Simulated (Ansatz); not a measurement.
Stepwise reaction of `[F][Hf]([F])([Br])[Br]` with hydrogen chloride, as a gas-phase model of exchange steps in deposition or etching. ΔE in kJ/mol; ΔG adds harmonic PBE0-D4 terms to CCSD(T)/CBS, at 1 bar.

Calculated with Ansatz (gas phase, PBE0-D4/def2-TZVP geometries, no zero-point term in ΔE). CBS: MP2 limit from def2 TZ/QZ plus the TZ coupled-cluster correction, frozen cores. This one scheme is used for every species. DFT in def2-TZVPP. B3LYP here is the variant with VWN-RPA as its local correlation; programs differ in this. Elements past krypton have def2 core potentials. For Br, Hf outer-core shells are correlated without core-valence functions, which leaves a few kJ/mol of doubt a bond. Scalar relativity is left out up to krypton.

```tsv
step	reaction	PBE-D4	B3LYP-D4	ωB97M-V	CCSD(T)/CBS	ΔG(400 K)
1	`[F][Hf]([F])([Br])[Br]` + HCl → `[F][Hf]([F])([Cl])[Br]` + HBr	-1.7	-2.2	-1.8	1.5	-2.5
2	`[F][Hf]([F])([Cl])[Br]` + HCl → `[F][Hf]([F])([Cl])[Cl]` + HBr	-1.8	-2.3	-1.7	1.5	2.2
```

(1) By hand: ΔE of the 2 steps together at CCSD(T)/CBS.

Results:

(1) (1.5) + (1.5) = 3.0 kJ/mol, or 1.5 kJ/mol a step.

In ΔE the steps differ by no more than 0.0 kJ/mol. ΔG lies between -2.5 and 2.2 kJ/mol a step. PBE-D4 differs from CCSD(T)/CBS by -3.3 to -3.2 kJ/mol a step. Isolated molecules leave out the surface, adducts and barriers. Largest T1 diagnostic: 0.015.
